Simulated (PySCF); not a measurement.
Pt(Cp)(Me)3, C₈H₁₄Pt, singlet at its GFN2-xTB optimised geometry (Å):

```
23

Pt    -0.1421    -0.1970     0.0000
C      1.0464     1.2915     1.3299
C      1.0370     1.7938     0.0000
C      1.7606     0.8879    -0.8083
C      2.1710    -0.1970     0.0000
C      1.7449     0.0678     1.3299
H      0.7017     1.8223     2.2046
H      0.7117     2.7798    -0.2959
H      2.0358     1.0448    -1.8404
H      2.8540    -0.9789    -0.2959
H      2.0252    -0.4998     2.2045
C     -0.6287    -2.1137     0.5886
H     -0.6150    -2.1340     1.6819
H      0.1520    -2.7798     0.2116
H     -1.5935    -2.4873     0.2500
C     -0.9081    -0.6557    -1.8577
H     -0.1644    -1.2703    -2.3729
H     -1.0294     0.2870    -2.3990
H     -1.8599    -1.1843    -1.8687
C     -2.0440     0.3771     0.5570
H     -2.2188     1.3754     0.1470
H     -2.0621     0.4337     1.6489
H     -2.8540    -0.2747     0.2336
```

Calculation: B3LYP/def2-SVP, def2 effective core potentials past Kr (PySCF). The core electrons that the potentials of Pt replace are not part of the density. Cells within 0.4 Å of a nucleus heavier than hydrogen are left out (blank, or x).

Map of the HOMO−1 amplitude (bohr^(-3/2)) on the plane z = 1.5 Å; orbital energy -6.08 eV, overall sign arbitrary:

```
|44444444444444444444444444444|
|44444444444444444444444444444|
|44444444444444444444444444444|
|44444444444444444444444444444|
|44444444444444444444444444444|
|44444444444444444444444444444|
|44444444444444444445444444444|
|44444444444444444555554444444|
|44444444444444444566555444444|
|44444444444444334677655544444|
|4444445554444332xx98665544444|
|44444555554433210x88765544444|
|44444556665433211268876554444|
|4444555676443322124x976554444|
|444445566543322211xx865544444|
|44444555544332222102555544444|
|44444445444333332223444444444|
|44444444444433333333444444444|
|44444444444444444444444444444|
|44444444445565544444444444444|
|44444444455676544444444444444|
|44444444455666544444444444444|
|44444444455555544444444444444|
|44444444445555544444444444444|
|44444444444554444444444444444|
|44444444444444444444444444444|
|44444444444444444444444444444|
|44444444444444444444444444444|
|44444444444444444444444444444|
```
Scale: ten equal steps from -0.123 (start of '0') to 0.141 (end of '9'), in the order '0123456789'; x runs from -5.00 to 5.00, y from -5.00 (bottom) to 5.00 (top).
